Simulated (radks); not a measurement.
Q: The europium ion Eu58+, 5 electrons, occupied as [He] 2s2 4f1 (not the ground configuration). Calculated with a radial shooting solver on a logarithmic mesh with Libxc functionals: scalar-relativistic Kohn-Sham, BLYP, spin-unpolarised, spherical densities, finite nucleus; Fermi nuclear charge, rms radius 5.1115 fm. Some entries of the table are withheld. Estimate them.

orbital,occ.,eigenvalue (hartree),<1/r> (bohr^-1)
1s,2,-2012.409,(1)
2s,2,(2),17.20
4f,1,-108.0107,3.727

A: 
(1) 1s <1/r> (bohr^-1): 70.43
(2) 2s eigenvalue (hartree): -488.3993
